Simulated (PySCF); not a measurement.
# [SbF2]+: from structure and modes to constants

Computed with PBE0 in PySCF with Sb def2-TZVP with ECP28, F def2-TZVP; scalar-relativistic core potentials, no spin–orbit coupling; density-fitted integrals.

The singlet minimum has C2v symmetry. Masses (u): Sb 120.90382, F 18.99840.

```xyz
3
charge 1 multiplicity 1, angstrom
Sb    0.0000    0.0000   -0.2922
F     1.3641    0.0000    0.9395
F    -1.3641    0.0000    0.9395
```

Harmonic wavenumbers (cm⁻¹): 228.2 (a1, ×1), 731.3 (b2, ×1), 742.9 (a1, ×1).

Problem. What is the harmonic zero-point energy?

Solution. Half the sum of all 3 wavenumbers, 1702/2 = 851 cm⁻¹, which is 10.2 kJ/mol (1 cm⁻¹ = 0.0119627 kJ/mol).

Problem. Find the vibrational entropy and heat capacity at 298.15 K.

Solution. With u = 1.43878 ω/T, each mode gives S = R[u/(eᵘ−1) − ln(1−e⁻ᵘ)] and C = R u² eᵘ/(eᵘ−1)².
```tsv
ω (cm⁻¹)	u	S (J/(mol K))	C (J/(mol K))
228.2	1.101	7.92	7.52
731.3	3.529	1.13	3.22
742.9	3.585	1.08	3.14
```
The sums over all modes are S = 10.1 and C = 13.9 J/(mol K); the softest mode gives 78 % of the entropy.

Problem. Give the standard entropy (298.15 K, 1 bar) by its translational, rotational, vibrational and spin parts, and Cp.

Solution. Sackur–Tetrode with M = 158.90 u gives 172.1; rotation with symmetry number 2 gives 95.9; vibration 10.1; spin R ln 1 = 0.0. The total is 278.1 J/(mol K), and Cp = 4 R + 13.9 = 47.1 J/(mol K).

Other isomers or separated fragments may lie lower.
